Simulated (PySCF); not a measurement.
## Polarisability and C₆ of Mo²⁺ (molybdenum, charge +2)

[Kr] 4d4, high-spin 5D determinant. All numbers are calculated (PySCF 2.14, a scalar-relativistic core potential, in def2-QZVPPD with the def2 core potential (28 electrons)). Coupled (time-dependent) response in atomic units; α is the mean over directions.

```
method  mean α (bohr³)         α xx, yy, zz  C₆ (like pair)  S(−4)
   UHF           9.075  8.533, 8.533, 10.16           48.31  28.70
   PBE           10.36  9.842, 9.842, 11.39           55.65  44.91
  PBE0           9.861  9.337, 9.337, 10.91           52.85  37.86
  MN15           10.22  9.656, 9.656, 11.36           54.72  41.57
PBEsol           10.45  9.928, 9.928, 11.51           56.41  45.34
```

S(−4) is the Cauchy moment in α(ω) = α(0) + S(−4) ω² + …

Spin-orbit coupling is absent.

α(iu) at PBE0:

```csv
u (hartree),α(iu) (bohr³)
0,9.861
0.0500,9.768
0.100,9.508
0.200,8.678
0.300,7.743
0.500,6.147
0.750,4.724
1.00,3.721
1.50,2.445
2.00,1.705
3.00,0.9414
5.00,0.3962
```

A single London oscillator, α(iu) = α/(1 + u²/ω²), gives C₆ = (3/4) ω α². Matching the computed C₆ needs ω = 4 × 52.85 / (3 × 9.861²) = 0.725 hartree.

For an ion, C₆ is the dispersion term alone; charge-induced terms of lower order in 1/R come first.

The components differ because the open shell of this determinant is not spherical; for a pure term their mean is the scalar polarisability.

Energies and moments cover only the electrons outside the core potential.
